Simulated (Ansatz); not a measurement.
ZnH₂, SMILES [ZnH2].

Coordinates come from a PBE-D3(BJ)/def2-TZVPD optimisation. The isomer is the one that the SMILES or the coordinates give; other isomers of the formula were not compared.

Two levels are set side by side: PBE/def2-TZVPD (Ansatz, a quantum-chemistry and plane-wave program) and PBE0/def2-TZVPD (Ansatz). Energy differences of separate SCF runs at the same geometry; the states with an electron removed or added have multiplicity 2 and 2. Differences are taken from unrounded values.

| quantity | PBE |
|---|---|
| vertical ionisation energy (eV) | 10.52 |
| vertical singlet–triplet gap (eV) | 5.36 |

Question: These are the PBE values. What does PBE0 give? (The exact figures need the calculation; the answer reports its results.)

Answer: 
```
quantity                            PBE0  PBE minus PBE0
---------------------------------  -----  --------------
vertical ionisation energy (eV)    10.60           -0.07
vertical singlet–triplet gap (eV)   5.54           -0.18
```
